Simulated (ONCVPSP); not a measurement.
## titanium (Ti): one change to an ONCV potential, before and after

* Element: titanium (Ti)
* Generator: ONCVPSP 4.0.1
* Type: optimised norm-conserving Vanderbilt (ONCV)
* Functional: LDA (Perdew-Wang 92)
* Relativity: scalar-relativistic
* Frozen core: [Ne]
* Valence charge: 12
* Reference configuration: 3s2 3p6 3d2 4s1.75 4p0.25
* Partial waves: 3s+4s: rc 1.75 bohr, ncon 4, nbas 7, qcut 7.8 1/bohr, 2 projectors; 3p+4p: rc 1.85 bohr, ncon 4, nbas 9, qcut 6.5 1/bohr, 2 projectors; 3d: rc 2.55 bohr, ncon 4, nbas 8, qcut 6.5 1/bohr, 2 projectors, debl 1.1 Ha
* Local potential: polynomial inside 1.30 bohr (lpopt 5, dvloc0 6 Ha)
* Core correction: Teter function, fcfact 4.25, rcfact 1.6

All-electron outer shells of the reference configuration (LDA (PZ), scalar-relativistic, ld1.x):

| shell | level (eV) | outermost node (bohr) | outermost maximum (bohr) |
| --- | --- | --- | --- |
| 2s | -535.81 | 0.09 | 0.27 |
| 2p | -444.32 | – | 0.22 |
| 3s | -62.61 | 0.40 | 0.87 |
| 3p | -39.13 | 0.37 | 0.90 |
| 4s | -4.81 | 1.24 | 2.88 |
| 3d | -4.79 | – | 0.97 |
| 4p | -1.71 | 1.39 | 3.80 |

Change: d: debl 4.3.

Cutoffs: the cutoffs (Ha) at which the residual kinetic energy of the hardest occupied pseudo-wave falls to 1 and 0.1 mHa per electron; they do not see the model core or the augmentation charge, which bear on the density cutoff. Errors are all-electron minus pseudo energies relative to the spin-unpolarised reference configuration.

Task: How do hardness, ghosts and transferability respond?

Result: The potential gets neither clearly harder nor softer (17 Ha and 22 Ha → 17 Ha and 22 Ha); of the 3 tests that both files solve, the error grows in 1 and shrinks in 0 by more than 15 % and 0.3 meV (median size 0.2 → 0.1 meV); the range in which the d phases agree narrows (upper end 3.2 → 0.3); neither file shows a bound ghost.

```tsv
quantity	base	changed
cutoff, loose	17 Ha	17 Ha
cutoff, tight	22 Ha	22 Ha
bound ghosts	none	none
GHOST(+) flags under 300 eV	none	none
tests with a reliable result	3 of 4	3 of 4
error for 3s2 3p6 3d2 4s2 4p0, meV [ΔE -0.77 eV]	0.0	0.0
error for 3s2 3p6 3d2 4s1 4p0, meV [ΔE 6.76 eV]	+0.2	-0.1
error for 3s2 3p6 3d2 4s0 4p0, meV [ΔE 20.55 eV]	-0.6	-4.3
s: phases at 1.77 bohr within 0.05 rad from the reference energy up to (Ha; the scan ends near 5)	to the end of the scan	to the end of the scan
p: phases at 1.88 bohr within 0.05 rad from the reference energy up to (Ha; the scan ends near 5)	to the end of the scan	to the end of the scan
d: phases at 2.58 bohr within 0.05 rad from the reference energy up to (Ha; the scan ends near 5)	3.2	0.3
rms error of d²Exc/dni dnj with the model core, mHa	1.69	1.69
```
